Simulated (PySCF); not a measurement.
F2H4O3Si2, SMILES [Si](O)(O)([SiH](F)F)O.

Coordinates come from a PBE0-D3(BJ)/def2-SVP optimisation. This is a generated structure with no PubChem entry under its InChIKey; it may be hypothetical. One conformer was computed; it need not be the lowest.

These are PySCF with SMD-B3LYP/def2-SVP values and carry that method's errors.

Solvation free energies are E(SMD) − E(gas) at the gas-phase geometry, for 1 M in both phases. In vacuum the dipole moment is 1.96 D.

Task: Rank water, benzene, chloroform by solvation free energy, most negative first.

Result: water (-10.2 kcal/mol), chloroform (-6.8 kcal/mol), benzene (-4.5 kcal/mol)
